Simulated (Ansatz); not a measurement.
Geometry optimisation, RKS PBE0/6-31G* in Ansatz.

Input file:

```yaml
crystal:
  periodic: [false, false, false]
  atoms:
    - { symbol: B, position_ang: [-0.008992, -0.134917, 0.003551] }
    - { symbol: O, position_ang: [0.007355, -0.53006, 1.3445] }
    - { symbol: H, position_ang: [-0.894934, -0.604146, 1.674947] }
    - { symbol: "N", position_ang: [1.204346, -0.130985, -0.688037] }
    - { symbol: H, position_ang: [2.086612, -0.372617, -0.261064] }
    - { symbol: H, position_ang: [1.279603, 0.192159, -1.638125] }
    - { symbol: H, position_ang: [-1.036535, 0.137369, -0.555098] }
    - { symbol: Cl, position_ang: [0.142273, 2.728288, 1.109783] }
    - { symbol: H, position_ang: [0.374872, 1.59961, 1.774042] }
basis:
  gaussian: { orbitals: "6-31G*" }
hamiltonian:
  xc: pbe0
relax:
  f_tol: 0.03
  max_steps: 50
output:
  orbitals: {}
```

Command:

```bash
$ ansatz run input.yaml --threads 1 --pin off --max-ram 2048MiB --backend cpu --events-out ev --progress --plain --runs-dir out
```

Where does it end, and by what steps?

It converged. The force dipped under the threshold on the way, but the program's further checks kept it going. After 21 steps the energy has fallen by 0.309 eV; H7 moved furthest, 1.49 Å.

```csv
step,energy less start (eV),largest force component (eV/Å),accepted
0,0.0000,0.824,yes
1,-0.0596,0.996,yes
2,-0.0566,1.818,no
3,-0.1124,0.624,yes
4,-0.1477,0.394,yes
5,-0.1809,0.329,yes
6,-0.2178,0.153,yes
7,-0.2381,0.427,yes
8,-0.2495,0.567,yes
9,-0.2707,0.529,yes
10,-0.2829,0.143,yes
11,-0.2961,0.115,yes
12,-0.2969,0.108,yes
13,-0.2997,0.320,yes
14,-0.3072,0.058,yes
15,-0.3080,0.061,yes
16,-0.3079,0.082,no
17,-0.3086,0.025,yes
18,-0.3089,0.044,yes
19,-0.3090,0.036,yes
20,-0.3091,0.033,yes
21,-0.3091,0.003,yes
```

```xyz
9
Properties=species:S:1:pos:R:3
B -0.082 -0.409 -0.137
O -0.498 0.207 1.035
H -1.309 -0.169 1.391
N 1.082 0.050 -0.750
H 1.638 0.810 -0.384
H 1.438 -0.352 -1.602
H -0.717 -1.314 -0.603
Cl 1.211 2.515 2.073
H 0.390 1.546 1.741
```

Whether the end is a true minimum wasn't checked by a vibrational analysis.

The run took 70 s on 1 thread of Arm Neoverse V2, with other jobs on the host, peak memory 0.17 GiB.
